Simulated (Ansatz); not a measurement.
Relative energies of NbN2H4OF isomers

2 of its isomers, all singlets with charge 0: A = `[NH2][Nb]([NH2])(=[O])[F]`; B = `[NH]=[Nb]([NH2])([OH])[F]`.

Shapes, held fixed at every level: PBE0-D4/def2-TZVP. Flexible molecules stand in one conformer, not always the lowest. Programs: Ansatz 0.2.0.

A:

```xyz
9

N    -1.3494   -0.9710   -0.2609
Nb    0.3979   -0.1053   -0.5376
N     0.8609    1.0943    0.9542
O     1.5595   -1.3354   -0.5599
F     0.3575    0.8849   -2.1472
H    -1.4793   -1.9675   -0.1656
H    -2.2299   -0.4934   -0.1286
H     0.3129    1.8826    1.2691
H     1.6584    0.9644    1.5594
```

B:

```xyz
9

N    -0.8961    0.8176   -1.1625
Nb    0.1984    0.4484    0.1445
N     0.8967   -1.3286   -0.3212
O    -0.7262    0.3769    1.8052
F     1.5913    1.7211    0.2555
H    -1.4923    1.1602   -1.8999
H     1.4875   -1.8668    0.2986
H     0.6832   -1.8562   -1.1525
H    -1.6541    0.4812    2.0152
```

Electronic energies in kJ/mol, without zero-point or thermal terms.

Task: From chemical knowledge, estimate the order of stability.

Result: A < B in rising energy, over a span of 57 kJ/mol, by CCSD(T)/def2-TZVPP. All levels agree on that. The B − A difference spans +44.5 to +63.2 kJ/mol over the levels. For atoms past krypton def2 sets carry core potentials with scalar relativity. Correlated rows may include outer-core shells of Nb, which these sets cover unevenly.

| level | kind | B − A |
| --- | --- | --- |
| HF/def2-SVP | Hartree–Fock | +44.5 |
| HF/def2-TZVPP | Hartree–Fock | +50.3 |
| SPW92/def2-TZVPP | LDA | +56.9 |
| PBE-D4/def2-TZVPP | GGA | +63.2 |
| PBE0-D4/def2-TZVPP | global hybrid | +58.6 |
| wB97X-V/def2-TZVPP | range-separated hybrid | +61.6 |
| MP2/def2-TZVPP | perturbation theory | +63.2 |
| CCSD(T)/def2-TZVPP | coupled cluster or CI | +57.2 |
